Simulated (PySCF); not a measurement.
PbN⁺, PBE: how much the basis matters

PySCF, UKS reference; triplet, unpaired electrons π ↑↑; De to Pb⁺ + N without counterpoise correction.

| basis | relativity | functions | Re (Å) | ωe (cm⁻¹) | De (eV) | μ (D) |
| --- | --- | --- | --- | --- | --- | --- |
| cc-pVDZ-PP/cc-pVDZ | scalar-relativistic core potentials | 37 | 2.270 | 475 | n/a | -1.57 |
| def2-SVP | scalar-relativistic core potentials | 40 | 2.272 | 477 | n/a | -1.70 |
| aug-cc-pVDZ-PP/aug-cc-pVDZ | scalar-relativistic core potentials | 55 | 2.265 | 480 | n/a | -1.69 |

Question: How does each smaller set differ from the one with most functions, aug-cc-pVDZ-PP/aug-cc-pVDZ?

Answer: cc-pVDZ-PP/cc-pVDZ: +0.5 pm, -1.0 % in ωe; def2-SVP: +0.7 pm, -0.6 % in ωe. All at PBE; the set with most functions is neither the basis-set limit nor always the best.

A positive dipole points towards N; it is taken about the centre of mass and depends on that origin. Spin–orbit coupling is left out, which matters for elements this heavy, above all for dissociation energies. The state was picked by a PBE0 search and need not be the measured ground state.
